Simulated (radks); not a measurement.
Results of a calculation; reference values are marked as such.
Species: Zr IV. Configuration: [Ar] 3d10 4s1 4p6 4d1 5d1 (not the ground configuration). Level of theory: non-relativistic Kohn-Sham, PBEsol, spin-polarised, spherical densities, point nucleus; open shells are filled with parallel spins first (spin-orbit coupling, left out, can overturn this in heavy ions); relativity is left out, which matters for an element this heavy (a radial shooting solver on a logarithmic mesh with Libxc functionals).

Local quantities along the radius. ELF = 1/(1 + alpha^2) is the electron localisation function; alpha = (tau - tau_W)/tau_unif compares the Pauli kinetic energy density with that of the uniform gas (summed over spins); s = |grad rho|/(2 (3 pi^2)^(1/3) rho^(4/3)) is the reduced gradient; r v_xc is r times the local exchange-correlation potential of spin up (hartree bohr); -r V(r) is the screened charge that the Kohn-Sham potential of spin up presents (atomic units).

r (bohr)    ELF    alpha       s    r v_xc  -r V(r)
0.002243  1.000  0.01979  0.3875  -0.09372    39.63
0.003015  1.000  0.02150  0.3955   -0.1173    39.49
0.004054  0.999  0.02405  0.4063   -0.1476    39.30
0.00545   0.999  0.02798  0.4213   -0.1855    39.06
0.007269  0.999  0.03408  0.4413   -0.2305    38.74
0.009773  0.998  0.04475  0.4700   -0.2850    38.30
0.01314   0.996  0.06453  0.5102   -0.3461    37.73
0.01767   0.989   0.1052  0.5661   -0.4091    36.98
0.02356   0.963   0.1954  0.6375   -0.4648    36.05
0.03168   0.845   0.4285  0.7148   -0.5069    34.86
0.04259   0.516   0.9689  0.7207   -0.5300    33.38
0.0568    0.306    1.504  0.5304   -0.5563    31.63
0.07637   0.441    1.126  0.3059   -0.6589    29.53
0.1027    0.713   0.6344  0.3238   -0.8014    27.10
0.138     0.750   0.5779  0.4773   -0.8818    24.32
0.1841    0.459    1.087  0.5792   -0.8661    21.35
0.2475    0.297    1.538  0.3243   -0.8879    18.13
0.3328    0.633   0.7619  0.2350    -1.088    14.95
0.4475    0.779   0.5328  0.4476    -1.183    11.98
0.5968    0.571   0.8665  0.7609    -1.056    9.570
0.8024    0.182    2.123  0.7024   -0.8695    7.606
1.079     0.555   0.8961  0.3957    -1.028    6.278
1.45      0.766   0.5522  0.7440    -1.056    5.232
1.935     0.453    1.098   1.489   -0.8360    4.469
2.601     0.018    7.390   2.269   -0.5554    3.925
3.497     0.046    4.529  0.4936   -0.6547    3.837
4.664     0.101    2.978   1.446   -0.7219    3.777
6.27      0.030    5.639   3.994   -0.4370    3.444
8.43      0.001    26.36   13.79   -0.3201    3.320

On this mesh the ELF has minima near r = 0.057, 0.25, 0.80, 3.0 bohr, which separate the shells, and maxima near 0.12 (0.77), 0.45 (0.78), 1.5 (0.77), 4.7 (0.10).

Self-consistent cycle (total energy in hartree, residual of the potential): 1: -3528.492186, 8e+00; 2: -3532.737101, 4e+00; 3: -3534.389732, 4e-01; 4: -3534.392814, 2e-01; 5: -3534.396693, 6e-02; 6: -3534.397092, 3e-03; 7: -3534.397093, 8e-04; 8: -3534.397093, 2e-04; 9: -3534.397093, 3e-05; 10: -3534.397093, 1e-05; 11: -3534.397093, 7e-06; 12: -3534.397093, 8e-08; 13: -3534.397093, 5e-08; 14: -3534.397093, 3e-09.
